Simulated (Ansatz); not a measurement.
`[BH2][GaH][F]` + H–F → `[F][GaH][F]` + BH₃  (cleavage of the Ga–B bond)

Program: Ansatz. Geometries: PBE0-D4/def2-TZVP. ΔE: electronic, gas phase. CBS: MP2 limit from def2 TZ/QZ plus the TZ coupled-cluster correction, frozen cores. This one scheme is used for every species. Functionals use def2-TZVPP. B3LYP here is the variant with VWN-RPA as its local correlation; programs differ in this. HSE06 is defined as in plane-wave codes. For Ga outer-core shells are correlated without core-valence functions, which leaves a few kJ/mol of doubt a bond. Scalar relativity is left out up to krypton.

```
             level  ΔE (kJ/mol)  difference from CCSD(T)/CBS
       LDA (SPW92)        -80.1                         11.1
         revPBE-D4        -85.9                          5.3
           BLYP-D4        -98.1                         -6.9
         r2SCAN-D4       -100.1                         -8.9
            B97M-V       -100.4                         -9.2
           PBE0-D4        -87.1                          4.1
          B3LYP-D4        -98.7                         -7.5
        r2SCANh-D4        -99.2                         -8.0
        r2SCAN0-D4        -98.2                         -7.0
          HSE06-D4        -87.2                          4.0
          BHLYP-D4       -104.1                        -12.9
      CAM-B3LYP-D4       -103.9                        -12.7
           ωB97X-V       -102.1                        -10.9
           ωB97M-V        -99.2                         -8.0
            B2PLYP       -106.1                        -14.9
          PBE-QIDH        -97.7                         -6.5
               PBE        -87.2                          4.0
            revPBE        -88.9                          2.3
              BLYP       -101.9                        -10.7
              PBE0        -88.9                          2.3
             B3LYP       -101.9                        -10.7
           r2SCAN0        -98.8                         -7.6
             BHLYP       -107.5                        -16.3
         CAM-B3LYP       -105.8                        -14.6
           LC-ωPBE        -97.2                         -6.0
RPA@PBE/def2-TZVPP        -98.5                         -7.3
       HF/def2-SVP       -123.9                        -32.7
      MP2/def2-SVP       -124.7                        -33.5
     CCSD/def2-SVP       -117.8                        -26.6
  CCSD(T)/def2-SVP       -117.4                        -26.2
     HF/def2-TZVPP       -121.1                        -29.9
    MP2/def2-TZVPP       -105.5                        -14.3
SCS-MP2/def2-TZVPP       -110.1                        -18.9
   CCSD/def2-TZVPP       -100.3                         -9.1
CCSD(T)/def2-TZVPP        -99.4                         -8.2
     HF/def2-QZVPP       -123.9                        -32.7
    MP2/def2-QZVPP       -101.7                        -10.5
      HF/CBS(def2)       -124.3                        -33.1
     MP2/CBS(def2)        -97.3                         -6.1
    CCSD/CBS(def2)        -92.1                         -0.9
       CCSD(T)/CBS        -91.2                            0
```

Largest T1 diagnostic among the species: 0.015.

From BLYP to BHLYP (50 % exact exchange), in def2-TZVPP and without D4, ΔE moves by −5.6 kJ/mol. Leaving LDA and LC-ωPBE aside and taking each functional with its dispersion term where it has one, the values, not all of them listed here, spread over 20.9 kJ/mol, from B2PLYP to PBE-D4. LDA lies +7.1 kJ/mol from PBE without D4. At CCSD(T), def2-SVP lies −26.2 kJ/mol from the extrapolated value and def2-TZVPP −8.2 kJ/mol.
